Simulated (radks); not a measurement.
Results of a calculation; reference values are marked as such.
Problem. These are the eigenvalues of the occupied orbitals of an atom or ion with whole-number occupations (eV). Code: a radial shooting solver on a logarithmic mesh with Libxc functionals. Model: scalar-relativistic Kohn-Sham, BLYP, spin-polarised, spherical densities, finite nucleus; Fermi nuclear charge, rms radius of each element as measured or else 0.836 A^(1/3) + 0.57 fm.

1s up: -30500.74
1s down: -30500.73
2s up: -4805.941
2s down: -4804.049
2p up: -4334.783
2p down: -4333.323
3s up: -1092.520
3s down: -1091.580
3p up: -939.0616
3p down: -937.9907
3d up: -705.5424
3d down: -703.8896
4s up: -326.6688
4s down: -320.2670
4p up: -277.3109
4p down: -270.9051
4d up: -203.3684

Which element is it, and in what charge state? The configuration may be excited. Open shells, if any, are filled with parallel spins first.

Solution. Z = 51, antimony, charge +10: Sb10+ in [Kr] 4d5. The list shows which subshells hold electrons but not how many an open one holds; the 1s level, -1120.9 hartree, gives Z - s = 47.3 by -(Z - s)^2/2, which with screening and relativity narrows Z to a few neighbours, and the depths of the outer levels then fix element, charge and occupations together.
